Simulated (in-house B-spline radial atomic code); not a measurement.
A fraction x of an electron is removed from 3p in K, starting from [Ar] 4s1 and keeping the highest spin. All numbers are computed (scalar-relativistic (X2C) B3LYP, spin-polarised, spherical fractional occupations; Fermi nucleus of rms radius 3.4349 fm) with an all-electron radial atomic-structure program (B-spline basis), not measured.

Caution: exact exchange at fractional occupations of open shells leaves self-interaction of up to several eV.

```tsv
x	E(x) - E(0) (eV)	3p down level (eV)
0	0.0000	-20.290
0.01	0.2034	-20.389
0.22	4.7090	-22.538
0.26	5.6189	-22.959
0.41	9.1826	-24.564
0.5	11.4375	-25.548
0.61	?	?
0.63	?	?
0.84	20.7704	-29.382
0.97	24.6880	-30.893
1	25.6200	-31.244
```

Q: What belongs in the row x = 0.61?

A: An energy change of 14.3147 eV; 3p down at -26.768 eV.

Q: What belongs in the row x = 0.63?

A: An energy change of 14.8523 eV; 3p down at -26.992 eV.

Q: Check Janak's theorem between x = 0.01 and 0.22.

A: The slope of the energy is 21.46 eV; the orbital levels give 21.46 eV (-ε of the emptying orbital, averaged over the two points).
